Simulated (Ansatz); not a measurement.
Coupled-cluster diagnostics for the cluster Te₂W, Ansatz.

Geometry of the singlet (PBE0-D4/def2-TZVP):

Cartesian coordinates in Å:
```
W 0.488 -1.054 0.855
Te -1.515 0.291 0.007
Te 1.028 0.763 -0.862
```

In the def2 sets Te, W take a core potential; there is no spin–orbit coupling. Correlated methods freeze 8 core orbitals; core or outer-core shells of W, Te are correlated, in sets that lack core-valence functions. Another isomer (triplet) lies 2.62 eV lower at PBE0-D4/def2-TZVP; other spin states weren't run for this one.

(1) Estimate the CCSD(T) correlation energy, the shares of MP2 and (T), T1 and the reference's ⟨S²⟩ for: charge 0, singlet, own geometry in def2-TZVPP; and the rough time on 2 threads of AMD EPYC 9R14 on a shared host.

Answers

(1) 
```csv
state,basis,correlation (eV),MP2 share (%),(T) share (%),T1,⟨S²⟩ (pure),wall time,remarks
"charge 0, singlet, own geometry",def2-TZVPP,-36.155,100.3,4.5,0.051,0.00 (0.00),93 s,"large T1, restricted SCF unstable"
```
Customary marks for T1 are 0.02 (closed shells), 0.045 (open shells) and about 0.05 (3d metals). T1 exceeds 0.02 in 1 of 1 rows and 0.045 in 1; the higher it lies, the less the single-reference result can be trusted.
